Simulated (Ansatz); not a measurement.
The cluster Mg2Te3, relaxed as a singlet with RKS r2SCAN-D4/def2-SVP in Ansatz, starting from the GFN1-xTB geometry. Force threshold 0.02 eV/Å.

In the def2 sets Te takes a core potential; there is no spin–orbit coupling. The restricted singlet is unstable towards broken spin symmetry at other levels; at r2SCAN-D4/def2-SVP this wasn't settled. Another isomer (singlet) lies 1.98 eV lower at PBE0-D4/def2-TZVP; other spin states weren't run for this one.

Start:

```xyz
5

Mg    1.842    0.947    0.837
Mg   -1.805   -0.186   -1.298
Te    1.023   -0.513   -1.475
Te   -0.997    1.138    1.093
Te   -0.062   -1.386    0.843
```

```
step  energy (eV)  largest force component (eV/Å)  SCF passes
   1  -32774.7217                           1.376          17
   2  -32774.8991                           0.643          34
   3  -32774.9248                           0.223          27
   4  -32774.9496                           0.300          22
   5  -32774.9628                           0.039          21
   6  -32774.9636                           0.010          21
```

Force components are those of the run's own axes.

End:

Cartesian coordinates in Å:
```
Mg 1.757 1.018 0.726
Mg -1.714 -0.061 -1.307
Te 1.119 -0.667 -1.556
Te -1.098 1.146 1.265
Te -0.064 -1.436 0.873
```

By distances, no bond broke or formed. The bond that changes most is Te4–Te5, from 2.70 to 2.81 Å (atoms count from 1).

No frequencies were taken in this run, so the end may be a saddle point.

Run time 14 s (4 threads of Arm Neoverse V2 on a shared host).
